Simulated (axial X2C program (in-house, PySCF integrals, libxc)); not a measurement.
Potential curves of BeSc, scalar-relativistic

Calculated with an axial X2C code built on PySCF integrals. Spin-free means the one-electron spin-free X2C Hamiltonian. Basis: Sc dyall-cv3z [10s11p7d5f2g], Be dyall-cv3z [8s8p3d1f] (cores contracted in-house); Gaussian nuclei, density fitting, unrestricted open shells. Masses: Sc 44.956 u, Be 9.012 u.

State: M_S = 3/2, Λ = 0 (beyond evenly filled blocks: σα, π+α, π-α). Energies in eV from the lowest point of each curve. Fits are polynomials in 1 − R0/R over 0.85 to 1.23 times the lowest point R0.

```
 R (Å)    PBE0    BP86
2.1986  0.1394  0.1517
2.2710  0.0562  0.0644
2.3435  0.0124  0.0164
2.4160  0.0000  0.0000
2.5006  0.0160  0.0120
2.5851  0.0561  0.0490
2.6938  0.1316  0.1224
```

The state is one determinant whose occupation by symmetry is held fixed; it was picked as the lowest of a PBE0 search that is not exhaustive. PBE0 can misorder states that lie within some tenths of an eV, so this need not be the ground state of the molecule. The nearest other spin-free determinant of the search, M_S = 1/2, Λ = 0, lies 0.17 eV up at the distance of the search. The spin of this state cannot come from the lowest atoms; the curve heads to a higher limit, and no De is given.

Problem. What are Re and ωe at the PBE0 level?

Solution. At PBE0, spin-free: Re = 2.413 Å, ωe ≈ 411 cm⁻¹; Be follows as 0.386 cm⁻¹.

Problem. What are Re and ωe at the BP86 level?

Solution. At BP86, spin-free: Re = 2.425 Å, ωe ≈ 407 cm⁻¹; Be follows as 0.382 cm⁻¹.
